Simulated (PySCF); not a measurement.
How methods differ on the excitation energy of Re

Re [Xe] 4f14 5d5 6s2 (6S) → Re [Xe] 4f14 5d4 6s2 6p1 (high-spin determinant), as a difference of total energies. Computed with PySCF 2.14 in aug-cc-pVTZ-PP with ECP60MDF (6s6p5d3f2g, 88 functions), with scalar relativity through the core potential. Correlated levels: valence: 5s2 5p6 frozen. The calculations carry no spin-orbit coupling.

| method | excitation energy (eV) |
| --- | --- |
| UHF | 5.161 |
| LDA | 5.714 |
| PBE | 5.637 |
| PBE0 | 5.566 |
| r2SCAN | 5.800 |
| wB97X-V | 5.263 |
| revPBE | 5.648 |
| BLYP | 5.528 |
| TPSS | 5.527 |
| MP2 (valence) | 5.539 |
| SCS-MP2 (valence) | 5.175 |

How much does correlation contribute at MP2 (valence)?

5.539 − (5.161) = 0.378 eV, measured against UHF.

The determinant of the upper state mixes LS terms, which raises its energy above the lowest term, most at the Hartree-Fock and MP2 levels.
